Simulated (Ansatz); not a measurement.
C2H4GeO, SMILES `C#[C][GeH2][OH]`, relaxed with RKS PBE-D4/def2-SVP in the Gaussian-basis code of Ansatz from a rough embedded geometry. The force threshold is 0.03 eV/Å; the program also tests the step.

Total charge 0; spin multiplicity 1.

Start:

```xyz
8

C    -0.278   -1.532   -1.714
C    -0.088   -0.836   -0.820
Ge    0.189    0.278    0.660
O    -0.327    1.884    0.371
H    -0.447   -2.163   -2.623
H     1.713    0.255    1.044
H    -0.616   -0.292    1.913
H    -0.146    2.407    1.167
```

(1) How much energy does the relaxation release, and in how many steps? (Best estimate.)

(2) Which bonds change most? (Best estimate.)

(3) Give the relaxed structure. (An estimate is asked.)

Results:

(1) The calculation gave: 53.93 kJ/mol, in 5 steps.

(2) The calculation gave: Ge3–O4 from 1.711 to 1.801 Å; C1–C2 from 1.149 to 1.227 Å; Ge3–H7 from 1.595 to 1.554 Å; C1–H5 from 1.119 to 1.083 Å.

(3) Ansatz gave: 
```xyz
8

C    -0.291   -1.524   -1.773
C    -0.093   -0.821   -0.787
Ge    0.229    0.227    0.767
O    -0.332    1.881    0.327
H    -0.467   -2.138   -2.647
H     1.750    0.224    1.086
H    -0.595   -0.342    1.954
H    -0.201    2.493    1.075
```
